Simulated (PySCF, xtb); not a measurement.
Sn(Cl)(Me)2(OH) (C2H7ClOSn), SMILES [CH3][Sn]([Cl])([CH3])[OH]. Other conformers were not sampled.

Harmonic wavenumbers (cm⁻¹) from xtb with GFN2-xTB at its own minimum, in rising order: 48, 60, 76, 103, 113, 121, 138, 157, 296, 400, 463, 489, 698, 708, 717, 748, 776, 1207, 1220, 1418, 1421, 1422, 1425, 3030, 3031, 3046, 3049, 3055, 3057, 3668.

Q: What does PBE0-D3(BJ)/def2-SVP run with PySCF 2.14.0 give at its own minimum? (Estimate from the structure and the level; the computed values follow.)

A: 34, 46, 112, 120, 133, 140, 167, 207, 364, 524, 558, 626, 726, 736, 778, 791, 837, 1208, 1214, 1424, 1427, 1428, 1433, 3075, 3079, 3197, 3202, 3205, 3207, 3900. Paired by order, the mean absolute difference is 60 cm⁻¹ and the zero-point energies are 51.7 and 54.2 kcal/mol.
